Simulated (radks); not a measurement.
Excited configurations of Tl I: one electron is placed in a higher orbital outside [Hg]. The ground configuration is [Hg] 6p1. Calculated with a radial shooting solver on a logarithmic mesh with Libxc functionals: Dirac Kohn-Sham, PBEsol, spin-unpolarised, spherical densities, finite nucleus; open shells fill j = l - 1/2 first; Fermi nuclear charge, rms radius 5.4759 fm. Excitation = E - E(ground); binding = E(ion) - E, where the ion is the core of charge +1; n* = 1/sqrt(2 binding) in atomic units, and the quantum defect is n - n*.

outer orbital  excitation (eV)  binding (eV)     n*  quantum defect  eigenvalue (eV)  <r> (bohr)
5f5/2                    5.054         0.901  3.886           1.114           -0.429       17.51
6d3/2                    4.353         1.602  2.915           3.085           -0.705       9.989
6f5/2                    5.334         0.621  4.682           1.318           -0.359       29.67
7s1/2                    3.146         2.809  2.201           4.799           -1.628       7.594
7p1/2                    3.961         1.994  2.612           4.388           -1.107       9.844
7d3/2                    4.945         1.010  3.670           3.330           -0.555       18.87

The Delta-SCF ionisation energy is 5.955 eV (NIST Atomic Spectra Database: 6.108 eV, measured). Self-interaction in the functional shifts the binding energies and quantum defects, so they are the method's values and not measured ones. Spin polarisation and multiplet splitting are left out, so open shells lie too high by an amount that depends on their filling.

Beside tabulated values, note that spin-unpolarised runs miss the spin-polarisation part of the exchange energy of open shells.
